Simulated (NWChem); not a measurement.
# C$_{5}$H$_{5}$F; SMILES C=C=C(F)C=C

```xyz
11

C      0.4004    -2.5923     0.0000
C      0.0927    -1.3236     0.0000
C     -0.1859    -0.0328     0.0000
F     -1.4650     0.3741     0.0000
C      0.8024     1.0349     0.0000
C      0.4853     2.3353     0.0000
H      0.5335    -3.1511     0.9351
H      0.5335    -3.1511    -0.9351
H      1.8457     0.7071     0.0000
H     -0.5570     2.6622     0.0000
H      1.2620     3.1027     0.0000
```
Atoms are numbered in this order, from 1.

All runs: NWChem. Pople sets run with spherical d functions. All runs use the structure optimised with PBE0/def2-SVP. GIAO values for the isolated, static molecule; σ is the absolute isotropic shielding, δ = σ(reference) − σ with the isolated reference molecule computed at the same levels (13C: tetramethylsilane, 19F: trichlorofluoromethane, 1H: tetramethylsilane).

For level PBE/pcSseg-1:

- δ C1 (ppm): 95.6
- δ C3 (ppm): 148.0
- δ F4 (ppm): -175.4
- δ C5 (ppm): 134.6
- δ H7 (ppm): 5.96

**Question.** How do the values read with level Hartree-Fock/6-31G* instead?

**Answer.** 
| Quantity | Result |
|---|---|
| δ C1 (ppm) | 87.4 |
| δ C3 (ppm) | 131.6 |
| δ F4 (ppm) | -134.5 |
| δ C5 (ppm) | 124.9 |
| δ H7 (ppm) | 5.53 |
